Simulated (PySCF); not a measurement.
Computed properties of In(H)2(SH) (H3InS), SMILES [SH][InH2]

In(H)2(SH) (H3InS), SMILES [InH2][SH]. Coordinates come from a B3LYP-D3(BJ)/def2-TZVP optimisation. The def2 effective core potentials stand for the cores of In; spin–orbit coupling is left out. The values are those of a single conformer. All values are computed for the isolated molecule unless a solvent is named; none is compared with measurement here.

**Structure.** The optimised structure has Cs symmetry. All 9 harmonic modes at B3LYP-D3(BJ)/def2-TZVP (PySCF) are real, so it is a minimum.

**Vibrations.** The strongest infrared lines (harmonic, unscaled, degenerate partners summed) lie at 1836 cm⁻¹ (232 km/mol, H 99 %), 567 cm⁻¹ (175 km/mol, H 98 %), 1820 cm⁻¹ (110 km/mol, H 100 %). The softest mode is at 334 cm⁻¹ and the zero-point energy is 13.0 kcal/mol.

**Electronic structure.** HF/def2-TZVPD (PySCF) places the frontier levels at -10.04 and 0.60 eV, a gap of 10.64 eV, and gives a dipole moment of 2.01 D and a mean polarisability of 59.0 bohr³. PBE/def2-TZVPD (PySCF) at the same geometry gives -6.27 and -2.45 eV, so its gap is 6.82 eV narrower. An orbital gap is neither the optical nor the fundamental gap.

**Excitations.** TDA-CAM-B3LYP/def2-TZVPD (PySCF) has S1 at 5.01 eV (247 nm, f = 0.039, weak); the most intense of the 10 singlets computed lies at 7.18 eV (f = 0.45). T1 (TDA) is at 4.31 eV, 0.70 eV under S1. No vertical singlet excitation falls in the visible range (under 3.1 eV).
